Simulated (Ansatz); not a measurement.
The cluster Ag₃Au, relaxed as a singlet with RKS B3LYP-D4/def2-SVP in Ansatz, starting from the GFN1-xTB geometry. Force threshold 0.02 eV/Å.

In the def2 sets Ag, Au take a core potential; there is no spin–orbit coupling. The relaxation made no stability test and no search for a lower SCF solution. No other spin state of charge 0 was run. The structure comes from a short search, and lower isomers may exist.

Start:

```csv
atom,x (Å),y (Å),z (Å)
Au1,-0.8664,-0.0145,1.5330
Ag2,1.6597,-0.3080,0.1590
Ag3,-0.6197,-1.1741,-1.0013
Ag4,-0.1736,1.4966,-0.6906
```

(1) Estimate the energy that the relaxation releases and the steps that it takes.

(2) Does the start keep its bonding and symmetry?

(3) Predict the relaxed structure.

Results:

(1) 116.1 kJ/mol, in 11 steps; 31 s on 4 threads of Arm Neoverse V1 on a shared host. No frequencies were taken in this run, so the end may be a saddle point.

(2) Bonds lost: Au1–Ag2 (atoms count from 1). The end is the same structure that another start reached, the lowest one found. Point group Cs at the start, C2v at the end, both within 0.05 Å.

(3) 
```xyz
4

Au   -2.093    0.236    1.168
Ag    2.101   -0.238   -1.160
Ag   -0.230   -1.316   -0.141
Ag    0.222    1.318    0.134
```
Bond lengths (bridged metal pairs left out): 3 × Ag–Ag 2.69 to 2.76 Å; 2 × Ag–Au 2.76 Å.
